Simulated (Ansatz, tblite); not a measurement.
Removing an electron: Rb3H4⁻. The state is a singlet with charge -1. Geometry: PBE0-D4/def2-TZVPD. Ansatz, gas phase; energy differences of separate SCF runs; the oxidised species was run as a doublet alone.

```csv
atom,x (Å),y (Å),z (Å)
Rb1,-2.237,-0.401,0.259
Rb2,1.500,-1.020,1.396
Rb3,0.749,1.049,-1.892
H4,0.043,-1.504,-0.956
H5,2.794,0.974,-0.025
H6,-1.896,1.750,-1.455
H7,-0.953,-0.848,2.673
```

In the def2 sets Rb takes a core potential; there is no spin–orbit coupling. The xTB rows come from tblite. HOMO above LUMO, or a gap near zero within one spin, warns that the state may not be the lowest or that an electron is smeared out. The structure comes from a short search, and lower isomers may exist.

| level | −HOMO (eV) | vertical IE (eV) | −LUMO (eV) | HOMO–LUMO gap (eV) | remarks |
| --- | --- | --- | --- | --- | --- |
| GFN2-xTB | 4.82 | 6.85 | 1.54 | 3.28 | – |
| PBE-D4/def2-TZVPD | 0.18 | 2.25 | -1.74 | 1.92 | gap within one spin near zero (doublet) |
| PBE0-D4/def2-TZVPD | 1.09 | 2.60 | -1.99 | 3.08 | – |

Run but left out: GFN1-xTB (tight binding far off the other levels); r2SCAN-D4/def2-TZVPD (neutral doublet: an occupied level 0.00 eV above an empty one).  Raw xTB energy differences between charge states are shifted by several eV; the methods need an empirical correction for them.
